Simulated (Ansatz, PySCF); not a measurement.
Breaking a bond: NaBr, singlet.

- UHF/cc-pVDZ (Ansatz, a quantum-chemistry and plane-wave program)
- RHF/cc-pVDZ (Ansatz)
- UKS-PBE = unrestricted PBE/cc-pVDZ (Ansatz)
- RKS-PBE = restricted PBE/cc-pVDZ (Ansatz)
- UKS-B3LYP = unrestricted B3LYP/cc-pVDZ run with Ansatz
- RKS-B3LYP = Ansatz with restricted B3LYP/cc-pVDZ
- UKS-B3LYP/6-31G* = PySCF 2.14.0 with unrestricted B3LYP/6-31G*, spherical d
- RKS-B3LYP/6-31G* = restricted B3LYP/6-31G*, spherical d run with PySCF
- UKS-LDA (SVWN5)/6-31G* = unrestricted LDA (SVWN5)/6-31G*, spherical d in PySCF
- RKS-LDA (SVWN5)/6-31G* = restricted LDA (SVWN5)/6-31G*, spherical d in PySCF
- UKS-BP86/6-31G* = unrestricted BP86/6-31G*, spherical d run with PySCF 2.14.0
- RKS-BP86/6-31G* = restricted BP86/6-31G*, spherical d (PySCF 2.14.0)

Scanned distances (Å): 2.02, 2.13, 2.25, 2.39, 2.47, 2.51, 2.59, 2.66, 2.77, 2.92, 3.05, 3.34, 3.73, 4.07, 4.59, 5.01, 5.50, 6.13, 6.89, 7.50.

Q: Where does the unrestricted solution first break spin symmetry (<S²> of 0.01 or more)?

A: UHF: between 5.01 and 5.50 Å; UKS-PBE: between 4.07 and 4.59 Å; UKS-B3LYP: between 4.07 and 4.59 Å; UKS-B3LYP/6-31G*: between 4.07 and 4.59 Å; UKS-LDA (SVWN5)/6-31G*: between 4.07 and 4.59 Å; UKS-BP86/6-31G*: between 4.07 and 4.59 Å.

```
R / Å  <S²> UHF  E(RHF) − E(UHF) / eV  <S²> UKS-PBE  E(RKS-PBE) − E(UKS-PBE) / eV  <S²> UKS-B3LYP  E(RKS-B3LYP) − E(UKS-B3LYP) / eV  <S²> UKS-B3LYP/6-31G*  E(RKS-B3LYP/6-31G*) − E(UKS-B3LYP/6-31G*) / eV  <S²> UKS-LDA (SVWN5)/6-31G*  E(RKS-LDA (SVWN5)/6-31G*) − E(UKS-LDA (SVWN5)/6-31G*) / eV  <S²> UKS-BP86/6-31G*  E(RKS-BP86/6-31G*) − E(UKS-BP86/6-31G*) / eV
-----  --------  --------------------  ------------  ----------------------------  --------------  --------------------------------  ---------------------  ----------------------------------------------  ---------------------------  ----------------------------------------------------------  --------------------  --------------------------------------------
2.02       0.00                 0.000          0.00                         0.000            0.00                             0.000                   0.00                                           0.000                         0.00                                                       0.000                  0.00                                         0.000
2.13       0.00                 0.000          0.00                         0.000            0.00                             0.000                   0.00                                           0.000                         0.00                                                       0.000                  0.00                                         0.000
2.25       0.00                 0.000          0.00                         0.000            0.00                             0.000                   0.00                                           0.000                         0.00                                                       0.000                  0.00                                         0.000
2.39       0.00                 0.000          0.00                         0.000            0.00                             0.000                   0.00                                           0.000                         0.00                                                       0.000                  0.00                                         0.000
2.47       0.00                 0.000          0.00                         0.000            0.00                             0.000                   0.00                                           0.000                         0.00                                                       0.000                  0.00                                         0.000
2.51       0.00                 0.000          0.00                         0.000            0.00                             0.000                   0.00                                           0.000                         0.00                                                       0.000                  0.00                                         0.000
2.59       0.00                 0.000          0.00                         0.000            0.00                             0.000                   0.00                                           0.000                         0.00                                                       0.000                  0.00                                         0.000
2.66       0.00                 0.000          0.00                         0.000            0.00                             0.000                   0.00                                           0.000                         0.00                                                       0.000                  0.00                                         0.000
2.77       0.00                 0.000          0.00                         0.000            0.00                             0.000                   0.00                                           0.000                         0.00                                                       0.000                  0.00                                         0.000
2.92       0.00                 0.000          0.00                         0.000            0.00                             0.000                   0.00                                           0.000                         0.00                                                       0.000                  0.00                                         0.000
3.05       0.00                 0.000          0.00                         0.000            0.00                             0.000                   0.00                                           0.000                         0.00                                                       0.000                  0.00                                         0.000
3.34       0.00                 0.000          0.00                         0.000            0.00                             0.000                   0.00                                           0.000                         0.00                                                       0.000                  0.00                                         0.000
3.73       0.00                 0.000          0.00                         0.000            0.00                             0.000                   0.00                                           0.000                         0.00                                                       0.000                  0.00                                         0.000
4.07       0.00                 0.000          0.00                         0.000            0.00                             0.000                   0.00                                           0.000                         0.00                                                       0.000                  0.00                                         0.000
4.59       0.00                 0.000          0.16                         0.010            0.16                             0.011                   0.10                                           0.004                         0.05                                                       0.001                  0.10                                         0.006
5.01       0.00                 0.000          0.30                         0.040            0.31                             0.054                   0.26                                           0.036                         0.21                                                       0.019                  0.24                                         0.030
5.50       0.97                 0.208          0.41                         0.082            0.42                             0.112                   0.37                                           0.085                         0.32                                                           —                  0.34                                         0.065
6.13       1.00                 0.523          0.49                         0.129            0.49                             0.177                   0.45                                           0.142                         0.42                                                           —                  0.43                                         0.104
6.89       1.01                 0.828          0.53                         0.169            0.55                             0.236                   0.51                                           0.196                         0.48                                                           —                  0.49                                             —
7.50       1.01                 1.024          0.56                         0.188            0.58                             0.273                   0.54                                           0.229                         0.50                                                           —                  0.52                                             —
```

A dash means that the run gave no value there, or that the column was ended at a point which the program doubted or which failed a test of continuity chosen for this set; such a test can also cut sound points.
